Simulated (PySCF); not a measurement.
Compound: C6H5OS2 (doublet state).
Numbering: `[CH2:1][C:2](=[S:3])[C:4]1=[CH:5][C:6](=[O:7])[CH2:8][S:9]1` (hydrogens: H10, H11 on C1; H12 on C5; H13, H14 on C8)

Structure used (GFN2-xTB), in Å, numbered top down from 1:
```xyz
14
C6H5OS2 angstrom
C     -2.5373    0.9536   -0.4490
C     -1.8211   -0.0976   -0.0069
S     -2.6193   -1.5311    0.5470
C     -0.3680   -0.0963    0.0308
C      0.4314   -1.1010    0.4558
C      1.8509   -0.8437    0.3807
O      2.7573   -1.5805    0.6915
C      2.0953    0.5596   -0.1743
S      0.4976    1.3192   -0.5215
H     -2.0535    1.8515   -0.7952
H     -3.6122    0.9231   -0.4669
H      0.0613   -2.0407    0.8273
H      2.6354    1.1688    0.5508
H      2.6816    0.5145   -1.0922
```

Method used: UKS B3LYP, pcH-1 on C H O S, non-relativistic, mean-field spin-orbit, GIAO (PySCF). Isolated species at its GFN2-xTB geometry (one conformer only). A GFN2-xTB geometry isn't a minimum of the functional, and hyperfine couplings can be far from their values at a DFT geometry, by a factor of two or more for some ions and for spin on atoms past the first row.

Output of the driver script. The program numbers atoms from 0.

```
UKS, coarse grid
  cycle   1  E = -1103.03757824  |g| = 6.46e-01
  cycle   2  E = -1100.77936148  |g| = 2.01e+00
  cycle   3  E = -1103.13842290  |g| = 3.33e-01
  cycle   4  E = -1103.20602977  |g| = 1.38e-01
  cycle   5  E = -1103.21217804  |g| = 8.34e-02
  cycle   6  E = -1103.21493287  |g| = 3.26e-02
  cycle   7  E = -1103.21551016  |g| = 9.92e-03
  cycle   8  E = -1103.21557141  |g| = 5.04e-03
  cycle   9  E = -1103.21559404  |g| = 2.96e-03
  cycle  10  E = -1103.21560365  |g| = 1.29e-03
  cycle  11  E = -1103.21560618  |g| = 9.05e-04
UKS, final grid
  cycle   1  E = -1103.21562813  |g| = 1.28e-03
  cycle   2  E = -1103.21562687  |g| = 2.46e-03
  cycle   3  E = -1103.21562943  |g| = 4.41e-04
  cycle   4  E = -1103.21562962  |g| = 2.38e-04
  cycle   5  E = -1103.21562989  |g| = 1.64e-04
  cycle   6  E = -1103.21562993  |g| = 6.24e-05
  cycle   7  E = -1103.21562993  |g| = 1.55e-05
E = -1103.21562993 Eh   <S^2> = 0.7751 (exact 0.7500)
g shifts (ppm)      1          2          3
  rmc          -206       -206       -206
  gc             -6         49         42
  oz_so         108       9844     177472
  total        -104       9687     177308
hyperfine (MHz)  atom isotope    a_iso     a_fc   dipolar eigenvalues
    0   13C      31.36      31.36    -32.35    -30.94     63.29
    1   13C     -32.82     -32.82    -15.94      6.44      9.50
    2   33S      14.98      14.98    -72.39    -71.15    143.54
    3   13C       5.94       5.94     -3.49     -2.28      5.76
    4   13C      -6.00      -6.00     -9.66      4.31      5.35
    5   13C       2.96       2.96     -0.44     -0.20      0.64
    6   17O       1.36       1.36     -3.26     -3.03      6.29
    7   13C      -0.21      -0.21     -0.20      0.02      0.18
    8   33S       1.00       1.00     -3.18     -2.58      5.76
    9    1H     -26.68     -26.68    -15.55     -1.46     17.01
   10    1H     -25.96     -25.96    -11.53     -2.51     14.05
   11    1H       3.85       3.85     -4.51     -1.95      6.46
   12    1H       1.73       1.73     -0.52     -0.38      0.91
   13    1H       1.67       1.67     -0.52     -0.38      0.91
```

Problem. Can this result be taken as it stands? Point to the evidence in the output.

Solution. No. The largest g shift is +0.177, past the limit of 0.03 at which the run flags a species of elements up to argon. The orbital-Zeeman/spin–orbit term is second order, a sum of spin–orbit matrix elements over excitation energies, so it grows and becomes less reliable as an excited state comes close; a shift this large should be checked with a method that treats spin–orbit coupling variationally or among several states. The contact and dipolar couplings don't rest on that expansion, but they belong to the state that the SCF found, and a close-lying state with the spin in another orbital would have other couplings; no stability test was run. The run left out the spin–orbit part of the hyperfine coupling.

Problem. Where is the spin in this solution (atoms counted from 1)?

Solution. The largest Mulliken spin populations are on S3 (+0.79), C1 (+0.41), C2 (-0.16) and C5 (-0.06). The unrestricted determinant has ⟨S²⟩ = 0.7751 (exact 0.7500), 3.4 % above the value of a pure doublet state. The SMILES `[CH2]C(=S)C1=CC(=O)CS1` draws the unpaired electron on C1, whose computed spin population is only +0.41.

Problem. Average a_iso over equivalent nuclei, turn it into first-order splittings with g = 2.0023, and give the multiplets for abundant isotopes (0.05 mT or more).

Solution. 
```json
{"nuclei (from 1)": "H10", "isotope": "1H", "I": "1/2", "position": "3 bonds from S3, on C1 of spin population +0.41", "a_iso (MHz)": "-26.7", "|a| (mT)": "0.95", "splits into": "1:1 doublet"}
{"nuclei (from 1)": "H11", "isotope": "1H", "I": "1/2", "position": "3 bonds from S3, on C1 of spin population +0.41", "a_iso (MHz)": "-26.0", "|a| (mT)": "0.93", "splits into": "1:1 doublet"}
{"nuclei (from 1)": "H12", "isotope": "1H", "I": "1/2", "position": "4 bonds from S3", "a_iso (MHz)": "3.9", "|a| (mT)": "0.14", "splits into": "1:1 doublet"}
{"nuclei (from 1)": "H13/H14", "isotope": "1H", "I": "1/2", "position": "5 bonds from S3", "a_iso (MHz)": "1.7", "|a| (mT)": "0.06", "splits into": "1:2:1 triplet"}
```

Nuclei that the bonding pattern makes equivalent are averaged, as if the motion that swaps them (rotation, inversion, ring flip) were fast. H10 and H11 aren't averaged: C1 is flat or nearly so (angle sum 360°), and its turn about the short C1–C2 bond (1.35 Å) is taken as slow.

Time: 1.7 min (grids of density and orbitals included); peak memory 1.1 GiB. Hardware: an Arm Neoverse V1 with one thread, on a shared host.
